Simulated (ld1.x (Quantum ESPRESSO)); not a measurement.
## An all-electron radial function and its pseudo partner (S)

Columns: radius, all-electron u(r) and pseudo u(r) of the 3p shell (level -6.98 eV) of sulfur in the configuration [Ne] 3s2 3p4; PBEsol, scalar-relativistic, TM scheme, ld1.x (Quantum ESPRESSO) 7.5.

| r (bohr) | all-electron | pseudo |
| --- | --- | --- |
| 0.080 | 0.1206 | -0.0047 |
| 0.160 | 0.2646 | -0.0185 |
| 0.240 | 0.3281 | -0.0413 |
| 0.320 | 0.3133 | -0.0726 |
| 0.400 | 0.2442 | -0.1116 |
| 0.480 | 0.1436 | -0.1575 |
| 0.560 | 0.0289 | -0.2092 |
| 0.640 | -0.0883 | -0.2655 |
| 0.720 | -0.2006 | -0.3249 |
| 0.800 | -0.3036 | -0.3856 |
| 0.880 | -0.3953 | -0.4458 |
| 0.960 | -0.4748 | -0.5035 |
| 1.040 | -0.5423 | -0.5569 |
| 1.120 | -0.5978 | -0.6043 |
| 1.200 | -0.6420 | -0.6444 |
| 1.280 | -0.6760 | -0.6766 |
| 1.360 | -0.7006 | -0.7007 |
| 1.440 | -0.7170 | -0.7170 |
| 1.520 | -0.7263 | -0.7263 |
| 1.600 | -0.7294 | -0.7294 |
| 1.680 | -0.7273 | -0.7273 |
| 1.760 | -0.7208 | -0.7208 |
| 1.840 | -0.7106 | -0.7106 |
| 1.920 | -0.6976 | -0.6976 |
| 2.000 | -0.6821 | -0.6821 |
| 2.080 | -0.6647 | -0.6647 |

Task: How many radial nodes do the two functions have?

Result: The all-electron 3p function has n − l − 1 = 1; the pseudo-wave has 0, since the states of the same l below it are removed with the core.

Task: At about which radius was the pseudo-wave matched?

Result: 1.60 bohr. The columns agree to 0.0005 from 1.36 bohr on; several derivatives are matched, so the curves merge somewhat inside the radius.

Task: Is the pseudo-wave norm-conserving?

Result: Yes: the TM scheme keeps the norm inside the radius equal to the all-electron one, which fixes the energy derivative of the logarithmic derivative at the level.
